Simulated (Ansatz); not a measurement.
```yaml
atoms:
  - { symbol: Li, position_ang: [1.1079, 0.0376, -0.0328] }
  - { symbol: Li, position_ang: [-1.1099, 0.0329, -0.0373] }
  - { symbol: F, position_ang: [0.0167, 1.3138, 0.0420] }
  - { symbol: F, position_ang: [0.0039, -1.3052, -0.0482] }
```

Basis set: cc-pVDZ (spherical functions). Left uncorrelated: 2 orbitals. Charge 0, multiplicity 1.

Computed with Ansatz (development build ahead of 0.2.0); each method stands on the lowest determinant of its kind that the runs found. Restricted open shells among the atoms or ions are ROHF, correlated in semicanonical orbitals with singles.

The atomization energy at this shape (free ground-state atoms in the same class of orbitals less the molecule, no zero-point energy) of singlet Li2F2:

```
method  atomization energy
   RHF            10.68 eV
```

Q: What does RHF-MP2 give?

A: 14.10 eV.
